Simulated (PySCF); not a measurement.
Species: C3H8N2OSi.
SMILES with atom numbers: `[CH2:1]=[CH:2][NH:3][C:4](=[O:5])[SiH2:6][NH2:7]` (hydrogens: H8, H9 on C1; H10 on C2; H11 on N3; H12, H13 on Si6; H14, H15 on N7)

Method: TDDFT wB97X-D/def2-SVPD, vertical, gas phase, core orbitals frozen in the response in PySCF. The structure is a single GFN2-xTB conformer in the gas phase; no vibrational or solvent corrections. Torsions of this conformer, `[CH2:1]=[CH:2][NH:3][C:4](=[O:5])[SiH2:6][NH2:7]`: C1–C2–N3–C4 180°, C2–N3–C4–O5 0°, N3–C4–Si6–N7 -27°, H–N7–Si6–C4 -57°, H–N7–Si6–C4 169°.

Problem. List the vertical singlet excitations with oscillator strengths and describe the spectrum.

Solution. 

```tsv
state	E (eV)	ν̃ (cm⁻¹)	f	|μ| (D)	main configurations (H = HOMO, L = LUMO)
S1	4.53	36570	0.0029	0.41	H-1→L (88%)
S2	5.60	45200	0.454	4.62	H→L (93%)
S3	6.53	52650	0.0072	0.54	H-2→L (60%), H-2→L+1 (16%), H-1→L+1 (12%)
S4	6.58	53110	0.034	1.16	H→L+1 (44%), H→L+2 (32%)
S5	6.88	55480	0.033	1.13	H-1→L+1 (61%), H-2→L (17%)
S6	7.14	57590	0.073	1.64	H→L+3 (46%), H→L+1 (21%), H→L+2 (16%)
S7	7.19	57960	0.0072	0.51	H-1→L+2 (76%)
S8	7.31	58980	0.022	0.88	H-2→L+1 (61%), H-2→L (12%)
```

Triplets, Tamm–Dancoff:

```json
{"state": "T1", "E (eV)": "3.81", "λ (nm)": "325.3", "main configurations (H = HOMO, L = LUMO)": "H→L (78%), H→L+1 (9%)"}
{"state": "T2", "E (eV)": "3.98", "λ (nm)": "311.5", "main configurations (H = HOMO, L = LUMO)": "H-1→L (86%)"}
{"state": "T3", "E (eV)": "5.24", "λ (nm)": "236.7", "main configurations (H = HOMO, L = LUMO)": "H-3→L (29%), H→L+5 (23%), H→L+3 (20%)"}
```

The lowest singlet lies at 4.53 eV (273 nm, ultraviolet) and is very weak; its leading configuration is HOMO-1→LUMO (88%). The strongest level in the table is S2 at 5.60 eV (221 nm, f = 0.454). Löwdin shares by element: HOMO carbon 50% or more, nitrogen 25% or more, oxygen 12%; LUMO carbon 36% or more, oxygen 17%, silicon 14% (atoms not listed hold the other 33%). The listed states span 2.78 eV, and the widest gap between neighbours is 1.07 eV (S1 to S2). The oscillator strengths of these states sum to 0.633; summed over the whole spectrum of an exact calculation they would give the number of electrons, 62 (Thomas–Reiche–Kuhn). Orbital energies (eV): HOMO-3 -11.49, HOMO-2 -10.09, HOMO-1 -9.05, HOMO -8.55, LUMO 0.83, LUMO+1 1.75, LUMO+2 2.42. The window holds the lowest 8 singlets.
